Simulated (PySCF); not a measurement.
## Calculated data, ClGeH

Computed with PySCF 2.14.0. Calculation on a computer-drawn molecule: vertical ionisation energy to the stated ion spin, frozen-core CCSD(T) at the basis limit and cheaper methods, single-reference cases, UHF for radicals, no spin-orbit; all values are single points at the evaluated structure, the first of each entry, which is the reference or a displaced copy of it and isn't optimised; the reference structure only sets the zero of the energies above reference; triples share is (T) over the correlation energy; on germanium a core potential holds 10 electrons, which the energies leave out, and 3d is frozen in MP2 and coupled-cluster steps.

Common to all runs: charge 0; multiplicity 1; ion multiplicity 2; diffuse functions no; basis cc-pV(n+d)Z; basis and core potential on germanium cc-pVnZ-PP ECP10MDF; reference is the Hartree-Fock double-zeta minimum; best is HF at quadruple zeta + MP2 correlation extrapolated from triple and quadruple zeta + CCSD(T) minus MP2 at triple zeta; basis step is the size of the change from the same recipe one zeta lower.

(1) 
```xyz
3
formula=ClGeH ionisation_energy_best=9.673 ionisation_energy_basis_step=0.05982 energy_above_reference_best=0.9052 energy_above_reference_basis_step=0.02863 ionisation_energy_Koopmans_at_triple_zeta=9.674 ionisation_energy_EOM_CCSD_at_triple_zeta=9.616 total_energy_HF_triple_zeta=-753.5133 total_energy_CCSD(T)_triple_zeta=-753.8426 total_energy_best=-753.8937 T1_diagnostic_at_triple_zeta=0.01371 D1_diagnostic_at_triple_zeta=0.03325 ion_T1_diagnostic_at_triple_zeta=0.03113 ion_D1_diagnostic_at_triple_zeta=0.1065 ion_spin_squared_at_triple_zeta=0.8013 triples_share_at_triple_zeta=0.04009 basis_functions_triple_zeta=92 dipole_magnitude_HF_at_triple_zeta=2.098 dipole_magnitude_CCSD_unrelaxed_at_triple_zeta=1.858 dipole_magnitude_PBE_at_triple_zeta=1.708 dipole_magnitude_r2SCAN_at_triple_zeta=1.756 dipole_magnitude_B3LYP_at_triple_zeta=1.904 dipole_magnitude_wB97X_at_triple_zeta=2.024
Cl    -2.3142    -1.5365    -4.2237
Ge    -0.1565    -1.8793    -4.3212
H      0.2432    -0.2555    -4.1348
```

Units: ionisation_energy_best, ionisation_energy_basis_step, ionisation_energy_Koopmans_at_triple_zeta, ionisation_energy_EOM_CCSD_at_triple_zeta in eV; energy_above_reference_best, energy_above_reference_basis_step in kcal/mol; total_energy_HF_triple_zeta, total_energy_CCSD(T)_triple_zeta, total_energy_best in hartree; dipole_magnitude_HF_at_triple_zeta, dipole_magnitude_CCSD_unrelaxed_at_triple_zeta, dipole_magnitude_PBE_at_triple_zeta, dipole_magnitude_r2SCAN_at_triple_zeta, dipole_magnitude_B3LYP_at_triple_zeta, dipole_magnitude_wB97X_at_triple_zeta in debye.

Reference structure:
```xyz
3
ClGeH
Cl    -2.3243    -1.5506    -4.2375
Ge    -0.1426    -1.9029    -4.3118
H      0.2356    -0.3722    -4.1673
```

Drawn bonds:
```
atom  other atom  order
   1           2      1
   2           3      1
```

Triple zeta:
```
 method  ionisation energy (eV)  energy above reference (kcal/mol)
     HF                   8.844                              1.493
    PBE                   9.338                             0.3245
 r2SCAN                   9.441                             0.8061
  B3LYP                   9.559                             0.7473
  wB97X                   9.714                              0.977
    MP2                   9.523                              1.132
   CCSD                   9.576                             0.9441
CCSD(T)                   9.541                              0.868
```

(2) 
```xyz
3
formula=ClGeH ionisation_energy_best=9.649 ionisation_energy_basis_step=0.06033 energy_above_reference_best=0.3061 energy_above_reference_basis_step=0.02913 ionisation_energy_Koopmans_at_triple_zeta=9.638 ionisation_energy_EOM_CCSD_at_triple_zeta=9.593 total_energy_HF_triple_zeta=-753.5147 total_energy_CCSD(T)_triple_zeta=-753.8436 total_energy_best=-753.8946 T1_diagnostic_at_triple_zeta=0.01352 D1_diagnostic_at_triple_zeta=0.03291 ion_T1_diagnostic_at_triple_zeta=0.02961 ion_D1_diagnostic_at_triple_zeta=0.1009 ion_spin_squared_at_triple_zeta=0.7932 triples_share_at_triple_zeta=0.03994 basis_functions_triple_zeta=92 dipole_magnitude_HF_at_triple_zeta=2.04 dipole_magnitude_CCSD_unrelaxed_at_triple_zeta=1.804 dipole_magnitude_PBE_at_triple_zeta=1.646 dipole_magnitude_r2SCAN_at_triple_zeta=1.696 dipole_magnitude_B3LYP_at_triple_zeta=1.837 dipole_magnitude_wB97X_at_triple_zeta=1.96
Cl    -2.3470    -1.5950    -4.2305
Ge    -0.1858    -1.8831    -4.3534
H      0.2220    -0.3047    -4.1550
```

Units: ionisation_energy_best, ionisation_energy_basis_step, ionisation_energy_Koopmans_at_triple_zeta, ionisation_energy_EOM_CCSD_at_triple_zeta in eV; energy_above_reference_best, energy_above_reference_basis_step in kcal/mol; total_energy_HF_triple_zeta, total_energy_CCSD(T)_triple_zeta, total_energy_best in hartree; dipole_magnitude_HF_at_triple_zeta, dipole_magnitude_CCSD_unrelaxed_at_triple_zeta, dipole_magnitude_PBE_at_triple_zeta, dipole_magnitude_r2SCAN_at_triple_zeta, dipole_magnitude_B3LYP_at_triple_zeta, dipole_magnitude_wB97X_at_triple_zeta in debye.

Reference structure:
```xyz
3
ClGeH
Cl    -2.3243    -1.5506    -4.2375
Ge    -0.1426    -1.9029    -4.3118
H      0.2356    -0.3722    -4.1673
```

Drawn bonds:
```
atom  other atom  order
   1           2      1
   2           3      1
```

Triple zeta:
```
 method  ionisation energy (eV)  energy above reference (kcal/mol)
     HF                   8.818                             0.5925
    PBE                   9.326                             0.0306
 r2SCAN                   9.428                             0.2402
  B3LYP                   9.549                             0.2688
  wB97X                   9.697                              0.303
    MP2                    9.49                             0.3956
   CCSD                   9.549                              0.297
CCSD(T)                   9.518                             0.2637
```

(3) 
```xyz
3
formula=ClGeH ionisation_energy_best=10.09 ionisation_energy_basis_step=0.08532 energy_above_reference_best=22.2 energy_above_reference_basis_step=0.2625 ionisation_energy_Koopmans_at_triple_zeta=10.35 ionisation_energy_EOM_CCSD_at_triple_zeta=9.924 total_energy_HF_triple_zeta=-753.4802 total_energy_CCSD(T)_triple_zeta=-753.8081 total_energy_best=-753.8598 T1_diagnostic_at_triple_zeta=0.01857 D1_diagnostic_at_triple_zeta=0.04283 ion_T1_diagnostic_at_triple_zeta=0.03709 ion_D1_diagnostic_at_triple_zeta=0.1649 ion_spin_squared_at_triple_zeta=0.7614 triples_share_at_triple_zeta=0.04148 basis_functions_triple_zeta=92 dipole_magnitude_HF_at_triple_zeta=5.862 dipole_magnitude_CCSD_unrelaxed_at_triple_zeta=5.021 dipole_magnitude_PBE_at_triple_zeta=4.373 dipole_magnitude_r2SCAN_at_triple_zeta=4.611 dipole_magnitude_B3LYP_at_triple_zeta=4.81 dipole_magnitude_wB97X_at_triple_zeta=5.396
Cl    -2.3085    -1.5327    -4.2585
Ge     0.3599    -1.9796    -4.3366
H      0.7471    -0.4811    -4.1841
```

Units: ionisation_energy_best, ionisation_energy_basis_step, ionisation_energy_Koopmans_at_triple_zeta, ionisation_energy_EOM_CCSD_at_triple_zeta in eV; energy_above_reference_best, energy_above_reference_basis_step in kcal/mol; total_energy_HF_triple_zeta, total_energy_CCSD(T)_triple_zeta, total_energy_best in hartree; dipole_magnitude_HF_at_triple_zeta, dipole_magnitude_CCSD_unrelaxed_at_triple_zeta, dipole_magnitude_PBE_at_triple_zeta, dipole_magnitude_r2SCAN_at_triple_zeta, dipole_magnitude_B3LYP_at_triple_zeta, dipole_magnitude_wB97X_at_triple_zeta in debye.

Reference structure:
```xyz
3
ClGeH
Cl    -2.3243    -1.5506    -4.2375
Ge    -0.1426    -1.9029    -4.3118
H      0.2356    -0.3722    -4.1673
```

Drawn bonds:
```
atom  other atom  order
   1           2      1
   2           3      1
```

Triple zeta:
```
 method  ionisation energy (eV)  energy above reference (kcal/mol)
     HF                   8.673                              22.22
    PBE                   9.715                              19.65
 r2SCAN                   9.863                              22.32
  B3LYP                    9.89                              19.48
  wB97X                   9.923                              23.28
    MP2                    9.98                              23.67
   CCSD                   9.739                              22.87
CCSD(T)                   9.839                              22.54
```

(4) 
```xyz
3
formula=ClGeH ionisation_energy_best=9.658 ionisation_energy_basis_step=0.05868 energy_above_reference_best=3.383 energy_above_reference_basis_step=0.0126 ionisation_energy_Koopmans_at_triple_zeta=9.672 ionisation_energy_EOM_CCSD_at_triple_zeta=9.603 total_energy_HF_triple_zeta=-753.5083 total_energy_CCSD(T)_triple_zeta=-753.8387 total_energy_best=-753.8897 T1_diagnostic_at_triple_zeta=0.01415 D1_diagnostic_at_triple_zeta=0.03367 ion_T1_diagnostic_at_triple_zeta=0.03308 ion_D1_diagnostic_at_triple_zeta=0.1117 ion_spin_squared_at_triple_zeta=0.8151 triples_share_at_triple_zeta=0.04045 basis_functions_triple_zeta=92 dipole_magnitude_HF_at_triple_zeta=2.178 dipole_magnitude_CCSD_unrelaxed_at_triple_zeta=1.932 dipole_magnitude_PBE_at_triple_zeta=1.802 dipole_magnitude_r2SCAN_at_triple_zeta=1.843 dipole_magnitude_B3LYP_at_triple_zeta=2.002 dipole_magnitude_wB97X_at_triple_zeta=2.118
Cl    -2.2907    -1.5694    -4.2530
Ge    -0.1275    -1.9342    -4.3321
H      0.2856    -0.2309    -4.1055
```

Units: ionisation_energy_best, ionisation_energy_basis_step, ionisation_energy_Koopmans_at_triple_zeta, ionisation_energy_EOM_CCSD_at_triple_zeta in eV; energy_above_reference_best, energy_above_reference_basis_step in kcal/mol; total_energy_HF_triple_zeta, total_energy_CCSD(T)_triple_zeta, total_energy_best in hartree; dipole_magnitude_HF_at_triple_zeta, dipole_magnitude_CCSD_unrelaxed_at_triple_zeta, dipole_magnitude_PBE_at_triple_zeta, dipole_magnitude_r2SCAN_at_triple_zeta, dipole_magnitude_B3LYP_at_triple_zeta, dipole_magnitude_wB97X_at_triple_zeta in debye.

Reference structure:
```xyz
3
ClGeH
Cl    -2.3243    -1.5506    -4.2375
Ge    -0.1426    -1.9029    -4.3118
H      0.2356    -0.3722    -4.1673
```

Drawn bonds:
```
atom  other atom  order
   1           2      1
   2           3      1
```

Triple zeta:
```
 method  ionisation energy (eV)  energy above reference (kcal/mol)
     HF                   8.799                              4.596
    PBE                   9.317                              2.166
 r2SCAN                   9.411                              3.238
  B3LYP                    9.53                              2.935
  wB97X                   9.689                               3.67
    MP2                   9.512                              3.938
   CCSD                   9.562                              3.503
CCSD(T)                   9.526                              3.326
```

(5) 
```xyz
3
formula=ClGeH ionisation_energy_best=9.726 ionisation_energy_basis_step=0.06359 energy_above_reference_best=-0.01155 energy_above_reference_basis_step=0.003593 ionisation_energy_Koopmans_at_triple_zeta=9.727 ionisation_energy_EOM_CCSD_at_triple_zeta=9.669 total_energy_HF_triple_zeta=-753.5155 total_energy_CCSD(T)_triple_zeta=-753.8440 total_energy_best=-753.8951 T1_diagnostic_at_triple_zeta=0.01364 D1_diagnostic_at_triple_zeta=0.03387 ion_T1_diagnostic_at_triple_zeta=0.03101 ion_D1_diagnostic_at_triple_zeta=0.1102 ion_spin_squared_at_triple_zeta=0.7891 triples_share_at_triple_zeta=0.0399 basis_functions_triple_zeta=92 dipole_magnitude_HF_at_triple_zeta=2.299 dipole_magnitude_CCSD_unrelaxed_at_triple_zeta=2.028 dipole_magnitude_PBE_at_triple_zeta=1.836 dipole_magnitude_r2SCAN_at_triple_zeta=1.902 dipole_magnitude_B3LYP_at_triple_zeta=2.04 dipole_magnitude_wB97X_at_triple_zeta=2.189
Cl    -2.3403    -1.5424    -4.2202
Ge    -0.1604    -1.9011    -4.3258
H      0.2389    -0.3602    -4.1544
```

Units: ionisation_energy_best, ionisation_energy_basis_step, ionisation_energy_Koopmans_at_triple_zeta, ionisation_energy_EOM_CCSD_at_triple_zeta in eV; energy_above_reference_best, energy_above_reference_basis_step in kcal/mol; total_energy_HF_triple_zeta, total_energy_CCSD(T)_triple_zeta, total_energy_best in hartree; dipole_magnitude_HF_at_triple_zeta, dipole_magnitude_CCSD_unrelaxed_at_triple_zeta, dipole_magnitude_PBE_at_triple_zeta, dipole_magnitude_r2SCAN_at_triple_zeta, dipole_magnitude_B3LYP_at_triple_zeta, dipole_magnitude_wB97X_at_triple_zeta in debye.

Reference structure:
```xyz
3
ClGeH
Cl    -2.3243    -1.5506    -4.2375
Ge    -0.1426    -1.9029    -4.3118
H      0.2356    -0.3722    -4.1673
```

Drawn bonds:
```
atom  other atom  order
   1           2      1
   2           3      1
```

Triple zeta:
```
 method  ionisation energy (eV)  energy above reference (kcal/mol)
     HF                   8.918                            0.07748
    PBE                   9.386                            -0.1332
 r2SCAN                     9.5                          -0.007085
  B3LYP                   9.617                           -0.06523
  wB97X                   9.777                             0.0199
    MP2                   9.571                            0.03236
   CCSD                   9.629                          -0.009279
CCSD(T)                   9.593                           -0.02506
```
